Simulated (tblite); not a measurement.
Species: C₆H₇NO₂.
Numbering: `[O:1]=[CH:2][NH:3][C@@H:4]1[CH:5]=[CH:6][C@@H:7]1[CH:8]=[O:9]` (hydrogens: H10 on C2; H11 on N3; H12 on C4; H13 on C5; H14 on C6; H15 on C7; H16 on C8)

The geometry is computed with GFN2-xTB (gas phase).

(1) List the bond lengths, angles and torsions at this level.

## Answers

(1) 
```json
{"bond": "O1=C2", "length (Å)": "1.206"}
{"bond": "C2–N3", "length (Å)": "1.347"}
{"bond": "N3–C4", "length (Å)": "1.430"}
{"bond": "C4–C5", "length (Å)": "1.509"}
{"bond": "C5=C6", "length (Å)": "1.328"}
{"bond": "C6–C7", "length (Å)": "1.519"}
{"bond": "C7–C8", "length (Å)": "1.494"}
{"bond": "C8=O9", "length (Å)": "1.201"}
{"bond": "C4–C7", "length (Å)": "1.573"}
{"bond": "C2–H10", "length (Å)": "1.105"}
{"bond": "N3–H11", "length (Å)": "1.011"}
{"bond": "C4–H12", "length (Å)": "1.094"}
{"bond": "C5–H13", "length (Å)": "1.073"}
{"bond": "C6–H14", "length (Å)": "1.073"}
{"bond": "C7–H15", "length (Å)": "1.091"}
{"bond": "C8–H16", "length (Å)": "1.107"}
```

A selection of angles:
```json
{"angle": "O1–C2–N3", "degrees": "125.3"}
{"angle": "O1–C2–H10", "degrees": "122.9"}
{"angle": "N3–C2–H10", "degrees": "111.8"}
{"angle": "C2–N3–C4", "degrees": "121.8"}
{"angle": "C2–N3–H11", "degrees": "120.9"}
{"angle": "C4–N3–H11", "degrees": "116.3"}
{"angle": "N3–C4–C5", "degrees": "118.5"}
{"angle": "N3–C4–C7", "degrees": "118.2"}
{"angle": "N3–C4–H12", "degrees": "106.9"}
{"angle": "C5–C4–C7", "degrees": "86.0"}
{"angle": "C5–C4–H12", "degrees": "113.9"}
{"angle": "C7–C4–H12", "degrees": "112.4"}
{"angle": "C4–C5–C6", "degrees": "94.2"}
{"angle": "C4–C5–H13", "degrees": "131.2"}
{"angle": "C6–C5–H13", "degrees": "134.5"}
{"angle": "C5–C6–C7", "degrees": "95.0"}
{"angle": "C5–C6–H14", "degrees": "135.3"}
{"angle": "C7–C6–H14", "degrees": "129.7"}
{"angle": "C6–C7–C8", "degrees": "110.3"}
{"angle": "C6–C7–H15", "degrees": "115.6"}
{"angle": "C8–C7–H15", "degrees": "111.0"}
{"angle": "C4–C7–C6", "degrees": "84.6"}
{"angle": "C4–C7–C8", "degrees": "117.0"}
{"angle": "C4–C7–H15", "degrees": "115.8"}
{"angle": "C7–C8–O9", "degrees": "125.9"}
{"angle": "C7–C8–H16", "degrees": "113.4"}
{"angle": "O9–C8–H16", "degrees": "120.7"}
```

Torsions: O1–C2–N3–C4 5° (synperiplanar); C2–N3–C4–C5 -135° (anticlinal); N3–C4–C5–C6 -123° (anticlinal); C4–C5–C6–C7 3° (synperiplanar); C5–C6–C7–C8 114° (anticlinal); C6–C7–C8–O9 -76° (synclinal); N3–C4–C7–C6 123° (anticlinal).

The 4-membered ring C4–C5–C6–C7 has internal angles of 84.6° to 95.0°; it is almost planar, 0.02 Å rms from its mean plane, widest ring torsion 3°. Of the pairs four or more bonds apart, those above aside, O1···H12 is among the closest relative to their van der Waals radii: 2.33 Å, 86 % of the sum of Bondi's values. N3 (amide nitrogen) is almost planar (angles 121.8°, 120.9° and 116.3°, sum 359.0°, 0.07 Å off the plane of its three neighbours). The C–N distances run from 1.347 Å (C2–N3, drawn single) to 1.430 Å (N3–C4, drawn single), a spread of 0.083 Å. H11 on N3 lies 2.11 Å from O9, 5 bonds away (angle at H 119°; Bondi radii sum to 2.72 Å). The 5 C–C bonds span 1.328 Å (C5=C6, drawn double) to 1.573 Å (C4–C7, drawn single), a spread of 0.245 Å.

Point group: C1 (no symmetry element, even within 0.4 Å). Its GFN2-xTB frequencies are all real (lowest 40 cm⁻¹). One conformer, not necessarily the lowest. 2 starts were optimised and ended at 0.00 and 2.27 kcal/mol (GFN2-xTB); the lowest of these is shown.
